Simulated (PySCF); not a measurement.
## Cobalt: a sound run and one with changed settings

Sound run: Co²⁺ [Ar] 3d7, Co³⁺ [Ar] 3d6. All numbers are calculated (PySCF 2.14, the non-relativistic Hamiltonian (point nucleus), in pcseg-2 (6s4p3d2f1g, 56 functions)). The sound run starts from symmetry-adapted Hartree-Fock orbitals and uses a fine grid where one is needed.

Changed run: 14 angular points. This setting is unsound on purpose.

```
species  method  sound run (hartree)  changed run (hartree)  converged
   Co²⁺     UHF          -1380.58409            -1380.58409        yes
   Co²⁺  r2SCAN          -1381.79968            -1382.76966        yes
   Co²⁺   M06-L          -1381.77071            -1382.76035        yes
   Co³⁺     UHF          -1379.43280            -1379.43280        yes
   Co³⁺  r2SCAN          -1380.55151            -1381.47271        yes
   Co³⁺   M06-L          -1380.53641            -1381.46918        yes
```

Ionisation energy of Co²⁺:

```
method  sound run (eV)  changed run (eV)
   UHF          31.328            31.328
r2SCAN          33.964            35.292
 M06-L          33.587            35.135
```

A coarse angular grid integrates products of high-l functions wrongly, so density functionals can shift, and the SCF can exploit the error; Hartree-Fock and MP2 need no grid.

For comparison, NIST gives 33.5 ± 0.06 eV between the lowest levels.
